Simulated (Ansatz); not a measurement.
The same molecule with X = B, Al, Ga, In. Ansatz, PBE0-D4/def2-TZVP geometries, multiplicity 1. Each molecule was computed in one conformer, which needn't be the lowest.

Elements past krypton have def2 core potentials. Scalar relativity is left out up to krypton.

| X | molecule | mean X–Cl bond length / Å | mean X–O bond length / Å | size of the dipole moment (PBE/def2-TZVPP) / D | LUMO energy (B3LYP/def2-TZVPP) / eV | HOMO energy (PBE0/def2-TZVPP) / eV |
| --- | --- | --- | --- | --- | --- | --- |
| B | `[OH2+][B-](Cl)(Cl)Cl` | 1.810 | 1.656 | 4.60 | -0.88 | -8.32 |
| Ga | `[OH2+][Ga-]([Cl])([Cl])[Cl]` | 2.144 | 2.077 | 4.46 | -1.39 | -8.86 |
| In | `[OH2+][In-]([Cl])([Cl])[Cl]` | 2.317 | 2.297 | 4.11 | -2.36 | -8.97 |

(1) Give the row for X = Al, `[OH2+][Al-]([Cl])([Cl])[Cl]`. (Estimate.)

Results:

(1) The calculation gave: 
```csv
X,molecule,mean X–Cl bond length / Å,mean X–O bond length / Å,size of the dipole moment (PBE/def2-TZVPP) / D,LUMO energy (B3LYP/def2-TZVPP) / eV,HOMO energy (PBE0/def2-TZVPP) / eV
Al,`[OH2+][Al-]([Cl])([Cl])[Cl]`,2.105,1.948,5.06,-1.24,-8.70
```

From B to In the mean X–Cl bond length rises at each step, by 0.507 Å in all; the mean X–O bond length rises at each step, by 0.641 Å in all; the LUMO energy (B3LYP/def2-TZVPP) falls at each step, by 1.48 eV in all; the HOMO energy (PBE0/def2-TZVPP) falls at each step, by 0.65 eV in all. Bonds lengthen as the atom grows down the group. Dipoles are sizes alone, and their direction can turn along the series.

B3LYP here is the variant with VWN-RPA as its local correlation; programs differ in this.
